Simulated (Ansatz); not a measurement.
Gas-phase electronic energies from Ansatz, PBE0-D4/def2-TZVP geometries. CCSD(T)/CBS is the MP2 limit (def2-TZVPP, def2-QZVPP) plus CCSD(T) − MP2 in def2-TZVPP, frozen cores. This one scheme is used for every species. DFT in def2-TZVPP. B3LYP here is the variant with VWN-RPA as its local correlation; programs differ in this. One conformer a species, not always the lowest.

`OC(O)=CCl` + `O[SiH3]` → `O[SiH2]/C(O)=C\Cl` + H₂O  (formal exchange of groups at a C–O bond)

`OC(O)=CCl`:

Z-matrix (Å, degrees):
```
C
O 1 1.340
C 1 1.334 2 125.4
O 1 1.337 2 112.6 3 -180.0
H 2 0.968 1 108.0 3 -0.0
Cl 3 1.726 1 119.4 2 -0.0
H 3 1.076 1 123.3 2 180.0
H 4 0.963 1 108.0 2 -0.1
```

`O[SiH3]`:

Z-matrix (Å, degrees):
```
Si
O 1 1.648
H 1 1.489 2 111.7
H 1 1.489 2 111.7 3 120.9
H 1 1.481 2 105.9 3 -119.6
H 2 0.957 1 117.9 3 -60.5
```

`O[SiH2]/C(O)=C\Cl`:

Z-matrix (Å, degrees):
```
Si
C 1 1.875
O 1 1.660 2 98.3
H 1 1.484 2 113.0 3 -117.4
H 1 1.484 2 113.0 3 117.4
C 2 1.331 1 122.1 3 179.9
O 2 1.358 1 117.8 3 -0.0
H 3 0.957 1 120.4 2 179.6
Cl 6 1.726 2 119.5 1 0.0
H 6 1.082 2 125.3 1 -180.0
H 7 0.966 2 107.8 1 -0.0
```

H₂O:

Z-matrix (Å, degrees):
```
O
H 1 0.960
H 1 0.960 2 105.1
```

| level | ΔE (kJ/mol) | difference from CCSD(T)/CBS |
| --- | --- | --- |
| PBE-D4 | -39.1 | 10.6 |
| PBE0-D4 | -36.3 | 13.4 |
| B3LYP-D4 | -38.8 | 10.9 |
| B2PLYP | -35.4 | 14.3 |
| PBE | -32.6 | 17.1 |
| r2SCAN | -33.3 | 16.4 |
| PBE0 | -30.4 | 19.3 |
| HF/def2-TZVPP | -13.2 | 36.5 |
| MP2/def2-TZVPP | -47.5 | 2.2 |
| SCS-MP2/def2-TZVPP | -41.8 | 7.9 |
| CCSD/def2-TZVPP | -39.5 | 10.2 |
| CCSD(T)/def2-TZVPP | -43.0 | 6.7 |
| HF/def2-QZVPP | -13.4 | 36.3 |
| SCS-MP2/def2-QZVPP | -45.7 | 4.0 |
| MP2/CBS(def2) | -54.2 | -4.5 |
| CCSD/CBS(def2) | -46.1 | 3.6 |
| CCSD(T)/CBS | -49.7 | 0 |

Largest T1 diagnostic among the species: 0.012.

The D4 term adds −10.6 kJ/mol with B3LYP and −5.9 kJ/mol with PBE0; it sums over pairs of atoms, weighted by their polarisabilities, and B3LYP, whose exchange is more repulsive, gets the larger term. In def2-TZVPP, CCSD(T) changes the Hartree–Fock value by −29.9 kJ/mol (the triples alone add −3.6 kJ/mol) and MP2 by −34.4 kJ/mol.
